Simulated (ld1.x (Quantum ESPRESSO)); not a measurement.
## silicon: excitation energies, all-electron against RRKJ

| Quantity | Value |
| --- | --- |
| Element | silicon |
| Generator | ld1.x (Quantum ESPRESSO) 7.5 |
| Type | norm-conserving RRKJ (Kleinman–Bylander form) |
| Functional | LDA (PZ) |
| Relativity | non-relativistic |
| Frozen core | [Ne] |
| Valence charge | 4 |
| Reference configuration | 3s1 3p3 |
| Partial waves | 3s (bound): rc 1.50 bohr; 3p (bound): rc 2.00 bohr |
| Local potential | all-electron potential smoothed inside 1.95 bohr (lloc = -2) |
| Core correction | Bessel-smoothed model core, default radius (core density twice the valence density) |
| rho0 | 0.02 |

Energies are relative to the spin-unpolarised reference configuration 3s1 3p3; without spin polarisation the order of configurations can differ from experiment. Spin-polarised rows fill each open shell by Hund’s rule, majority spin first. The frozen-core shift is the all-electron ΔE with the core orbitals held at their reference shape minus the fully relaxed ΔE.

Give the all-electron excitation energy and the error of the potential for: 3s2 3p2; 3s2 3p1; 3s2 3p0; 3s1 3p0; 3s2 3p2.3; 3s1 3p2; 3s0 3p4; 3s1 3p3 (spin-polarised); 3s2 3p2 (spin-polarised).

```csv
valence configuration,charge,ΔE all-electron (eV),error AE − PS (meV),frozen-core shift (meV)
3s2 3p2,0,-6.750,-3.9,+0.7
3s2 3p1,+1,1.090,-2.9,+0.3
3s2 3p0,+2,17.217,+20,+8.0
3s1 3p0,+3,51.290,+90,+61
3s2 3p2.3,-0.3,-7.709,-3.1,+0.9
3s1 3p2,+1,8.440,+3.2,+1.2
3s0 3p4,0,6.912,-4.7,+0.7
3s1 3p3 (spin-polarised),0,-3.072,+40,+6.8
3s2 3p2 (spin-polarised),0,-7.361,+5.4,+1.4
```
